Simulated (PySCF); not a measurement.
H9GaSi3, singlet, at a GFN2-xTB geometry (such geometries of metal compounds can be far from the true shape); DF-PBE/def2-SVP in PySCF.

Input for PySCF:
```python
from pyscf import gto, scf, dft

mol = gto.Mole()
mol.atom = '''
    Ga    0.00112407   -0.00107175   -0.00010237
    Si    2.30582732   -0.42502871   -0.71704919
    H     2.75514095   -1.81422748   -0.46594166
    H     3.30224988    0.43433911   -0.03483777
    H     2.52190875   -0.19753141   -2.16440376
    Si   -0.81298468   -0.90810251    2.12595530
    H    -1.60464138   -2.15154756    1.97178075
    H    -1.69756695    0.02621921    2.86044529
    H     0.27083873   -1.25067780    3.07522911
    Si   -1.49442285    1.33468352   -1.40867924
    H    -2.83448419    1.53880160   -0.81238715
    H    -1.74662857    0.73107899   -2.73834621
    H    -0.97954035    2.69503768   -1.69154170
'''
mol.basis = 'def2-svp'
mol.verbose = 4
mol.max_memory = 1800
mol.build()

mf = dft.RKS(mol)
mf.xc = 'pbe'
mf = mf.density_fit(auxbasis='def2-universal-jkfit')
mf.kernel()
```

### Question
What does PySCF print? Leave out banner, timings and long lists.

### Answer

```
PySCF version 2.14.0

[INPUT] verbose = 4
[INPUT] num. atoms = 13
[INPUT] num. electrons = 82
[INPUT] charge = 0
[INPUT] spin (= nelec alpha-beta = 2S) = 0
[INPUT] symmetry False subgroup None
[INPUT] Mole.unit = angstrom
[INPUT] Symbol           X                Y                Z      unit          X                Y                Z       unit  Magmom
[INPUT]  1 Ga     0.001124070000  -0.001071750000  -0.000102370000 AA    0.002124184445  -0.002025313974  -0.000193451263 Bohr   0.0
[INPUT]  2 Si     2.305827320000  -0.425028710000  -0.717049190000 AA    4.357382125340  -0.803187856977  -1.355026586941 Bohr   0.0
[INPUT]  3 H      2.755140950000  -1.814227480000  -0.465941660000 AA    5.206461830074  -3.428393064860  -0.880502127425 Bohr   0.0
[INPUT]  4 H      3.302249880000   0.434339110000  -0.034837770000 AA    6.240347868078   0.820781963087  -0.065833844091 Bohr   0.0
[INPUT]  5 H      2.521908750000  -0.197531410000  -2.164403760000 AA    4.765716848644  -0.373280265899  -4.090130329379 Bohr   0.0
[INPUT]  6 Si    -0.812984680000  -0.908102510000   2.125955300000 AA   -1.536318388667  -1.716065036930   4.017473270068 Bohr   0.0
[INPUT]  7 H     -1.604641380000  -2.151547560000   1.971780750000 AA   -3.032332736344  -4.065835632376   3.726125595189 Bohr   0.0
[INPUT]  8 H     -1.697566950000   0.026219210000   2.860445290000 AA   -3.207936613613   0.049547126102   5.405458192402 Bohr   0.0
[INPUT]  9 H      0.270838730000  -1.250677800000   3.075229110000 AA    0.511811023625  -2.363438512074   5.811340788190 Bohr   0.0
[INPUT] 10 Si    -1.494422850000   1.334683520000  -1.408679240000 AA   -2.824049900792   2.522186315770  -2.662017960960 Bohr   0.0
[INPUT] 11 H     -2.834484190000   1.538801600000  -0.812387150000 AA   -5.356398823510   2.907913584043  -1.535189220616 Bohr   0.0
[INPUT] 12 H     -1.746628570000   0.731078990000  -2.738346210000 AA   -3.300649638641   1.381539066524  -5.174724371141 Bohr   0.0
[INPUT] 13 H     -0.979540350000   2.695037680000  -1.691541700000 AA   -1.851062989461   5.092883110583  -3.196550541281 Bohr   0.0

nuclear repulsion = 475.657030234147
number of shells = 63
number of NR pGTOs = 245
number of NR cGTOs = 131
basis = def2-svp
ecp = {}

******** <class 'pyscf.df.df_jk.DFRKS'> ********
method = DFRKS
initial guess = minao
damping factor = 0
level_shift factor = 0
DIIS = <class 'pyscf.scf.diis.CDIIS'>
diis_start_cycle = 1
diis_space = 8
diis_damp = 0
SCF conv_tol = 1e-09
SCF conv_tol_grad = None
SCF max_cycles = 50
direct_scf = False
XC library pyscf.dft.libxc version 7.1.2
    S. Lehtola, C. Steigemann, M. J. T. Oliveira, and M. A. L. Marques,  SoftwareX 7, 1–5 (2018)
XC functionals = pbe
    J. P. Perdew, K. Burke, and M. Ernzerhof,  Phys. Rev. Lett. 77, 3865 (1996)
    J. P. Perdew, K. Burke, and M. Ernzerhof,  Phys. Rev. Lett. 78, 1396 (1997)
    J. P. Perdew, K. Burke, and M. Ernzerhof,  Phys. Rev. Lett. 77, 3865 (1996)
    J. P. Perdew, K. Burke, and M. Ernzerhof,  Phys. Rev. Lett. 78, 1396 (1997)
radial grids:
    Treutler-Ahlrichs [JCP 102, 346 (1995); DOI:10.1063/1.469408] (M4) radial grids

becke partition: Becke, JCP 88, 2547 (1988); DOI:10.1063/1.454033
pruning grids: <function nwchem_prune>
grids dens level: 3
symmetrized grids: False
atomic radii adjust function: <function treutler_atomic_radii_adjust>
small_rho_cutoff = 0
Set gradient conv threshold to 3.16228e-05
Initial guess from minao.
tot grids = 166720
init E= -2796.62646843124
  HOMO = -0.262991808003043  LUMO = -0.132105177765458  gap/eV = 3.56161
cycle= 1 E= -2797.36751782951  delta_E= -0.741  |g|= 0.671  |ddm|= 3.27
  HOMO = -0.255535253553102  LUMO = -0.16590581267424  gap/eV = 2.43894
cycle= 2 E= -2797.26864665585  delta_E= 0.0989  |g|= 1.03  |ddm|=  1.3
  HOMO = -0.226133431741036  LUMO = -0.117224052521031  gap/eV = 2.96358
cycle= 3 E= -2797.43142584449  delta_E= -0.163  |g|= 0.0548  |ddm|= 0.942
  HOMO = -0.239633380055794  LUMO = -0.130761662375786  gap/eV = 2.96255
cycle= 4 E= -2797.43234894995  delta_E= -0.000923  |g|= 0.0195  |ddm|= 0.131
  HOMO = -0.236792430383731  LUMO = -0.127593518607795  gap/eV = 2.97145
cycle= 5 E= -2797.43253767773  delta_E= -0.000189  |g|= 0.00307  |ddm|= 0.0403
  HOMO = -0.236871697445954  LUMO = -0.12776662887579  gap/eV = 2.96890
cycle= 6 E= -2797.43254228641  delta_E= -4.61e-06  |g|= 0.000381  |ddm|= 0.00495
  HOMO = -0.236882934296394  LUMO = -0.127770164704005  gap/eV = 2.96911
cycle= 7 E= -2797.4325423239  delta_E= -3.75e-08  |g|= 0.000145  |ddm|= 0.000764
  HOMO = -0.236883218782898  LUMO = -0.127772166346717  gap/eV = 2.96906
cycle= 8 E= -2797.43254233258  delta_E= -8.68e-09  |g|= 2.83e-05  |ddm|= 0.000289
  HOMO = -0.236882592137253  LUMO = -0.127772292435347  gap/eV = 2.96904
cycle= 9 E= -2797.43254233296  delta_E= -3.81e-10  |g|= 3.98e-06  |ddm|= 5.86e-05
  HOMO = -0.236881995111688  LUMO = -0.12777130956876  gap/eV = 2.96905
Extra cycle  E= -2797.43254233296  delta_E=    0  |g|= 4.61e-06  |ddm|= 1.76e-05
converged SCF energy = -2797.43254233296
```
